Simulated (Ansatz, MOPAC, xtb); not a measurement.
Spectroscopic constants of SbH, multiplicity 3 (the spin of the measured ground state). No spin–orbit coupling.

The constants come from a fifth-degree fit in 1/R (seven points, main isotopes). Runs in def2 and cc sets follow the lowest solution found near the PBE0 minimum.

The values were computed with Ansatz (Gaussian orbitals); MOPAC for AM1, PM3, PM6, PM7 (differences of heats of formation); xtb for the GFN methods. Values without a source in brackets are computed. In def2 rows elements past Kr take small-core potentials, without spin–orbit coupling. The GFN methods have no spin term and hold the electronic entropy of 300 K.

| level | r_e (Å) | ω_e (cm⁻¹) | B_e (cm⁻¹) | ω_e x_e (cm⁻¹) | D_e (eV) | dipole (D) |
|---|---|---|---|---|---|---|
| AM1 | 1.711 | 2450 | 5.76 | 61 | - | - |
| PM3 | 1.702 | 2709 | 5.82 | 79 | - | - |
| PM6 | 1.713 | 2111 | 5.75 | 16 | - | - |
| PM7 | 1.762 | 2015 | 5.43 | 18 | - | - |
| GFN1-xTB | 1.721 | 1869 | 5.69 | -5.6 | - | - |
| GFN2-xTB | 1.761 | 1355 | 5.44 | -1.2 | - | - |
| SVWN5/def2-TZVPP | 1.724 | 1884 | 5.68 | 29 | 3.09 | 0.19 |
| PBE/def2-TZVPP | 1.733 | 1856 | 5.61 | 29 | 2.65 | 0.29 |
| r2SCAN/def2-TZVPP | 1.716 | 1923 | 5.73 | 30 | 2.66 | 0.21 |
| B97M-V/def2-TZVPP | 1.727 | 1865 | 5.65 | 29 | 2.77 | 0.39 |
| B3LYP/def2-TZVPP | 1.722 | 1902 | 5.69 | 29 | 2.75 | 0.30 |
| PBE0/def2-TZVPP | 1.716 | 1936 | 5.73 | 29 | 2.58 | 0.21 |
| BHLYP/def2-TZVPP | 1.706 | 1985 | 5.80 | 29 | 2.66 | 0.22 |
| CAM-B3LYP/def2-TZVPP | 1.710 | 1959 | 5.77 | 28 | 2.74 | 0.24 |
| wB97X-V/def2-TZVPP | 1.707 | 1986 | 5.79 | 27 | 2.76 | 0.18 |
| wB97M-V/def2-TZVPP | 1.706 | 1975 | 5.80 | 28 | 2.66 | 0.22 |
| B2PLYP/def2-TZVPP | 1.711 | 1949 | 5.76 | 30 | 2.62 | - |
| CCSD/def2-TZVPP | 1.704 | 1961 | 5.81 | 32 | 2.51 | - |
| CCSD/def2-QZVPP | 1.704 | 1962 | 5.81 | 33 | 2.57 | - |
| CCSD(T)/def2-TZVPP | 1.708 | 1939 | 5.78 | 34 | 2.54 | - |
| CCSD(T)/def2-QZVPP | 1.707 | 1938 | 5.79 | 34 | 2.60 | - |
| CCSD(T)/CBS(def2-TZVPP, def2-QZVPP) | 1.708 | 1936 | 5.78 | 35 | - | - |

D_e counts from each atom's lowest state at the same level, without counterpoise or zero-point energy.

Correlated levels freeze the inner cores; with def2 sets outer-core shells near the valence are correlated too. CBS(a, b) extrapolates the correlation energy as X⁻³ and adds the Hartree–Fock energy of set b. The state that AM1, PM3, PM6, PM7 reach isn't checked; PM7 holds dispersion and hydrogen-bond terms.

Measured for the ground state: D_0 2.446 ± 0.044 eV (a handbook's tabulated 298 K bond energy less 3RT/2; such tables hold older values) [Luo, bond dissociation energies, CRC Handbook].

Ansatz is a program for electronic structure.
